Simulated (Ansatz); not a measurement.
def2 core potentials replace the inner electrons of Sn.

Species: C$_{4}$H$_{12}$O$_{3}$Sn, SMILES `CCC[CH2][Sn]([OH])([OH])[OH]` with one electron added (charge -1, multiplicity 2).

Problem. Give a relaxed geometry from PBE0-D3(BJ)/def2-SVP (Ansatz, a quantum-chemistry and plane-wave program).

Solution. This is not unique; one that fits is the end point of this relaxation, one of several conformers (outside a Z-matrix the atoms follow the SMILES, hydrogens last).
Bond lengths (Å): C1–C2 1.522, C1–H9 1.103, C1–H10 1.103, C1–H11 1.103, C2–C3 1.529, C2–H12 1.106, C2–H13 1.106, C3–C4 1.512, C3–H14 1.105, C3–H15 1.105, C4–Sn5 2.346, C4–H16 1.103, C4–H17 1.103, Sn5–O6 2.056, Sn5–O7 2.124, Sn5–O8 2.081, O6–H18 0.967, O7–H19 0.970, O8–H20 0.967. Angles (°): C2–C1–H9 112.5, C2–C1–H10 110.9, C2–C1–H11 110.8, H9–C1–H10 107.7, H9–C1–H11 107.7, H10–C1–H11 106.9, C1–C2–C3 113.3, C1–C2–H12 109.6, C1–C2–H13 109.6, C3–C2–H12 109.2, C3–C2–H13 109.3, H12–C2–H13 105.6, C2–C3–C4 115.0, C2–C3–H14 109.5, C2–C3–H15 109.6, C4–C3–H14 108.5, C4–C3–H15 108.4, H14–C3–H15 105.4, C3–C4–Sn5 107.1, C3–C4–H16 113.4, C3–C4–H17 113.4, Sn5–C4–H16 107.4, Sn5–C4–H17 105.6, H16–C4–H17 109.4, C4–Sn5–O6 89.1, C4–Sn5–O7 175.8, C4–Sn5–O8 93.3, O6–Sn5–O7 86.7, O6–Sn5–O8 95.7, O7–Sn5–O8 87.1, Sn5–O6–H18 98.7, Sn5–O7–H19 95.4, Sn5–O8–H20 100.6.
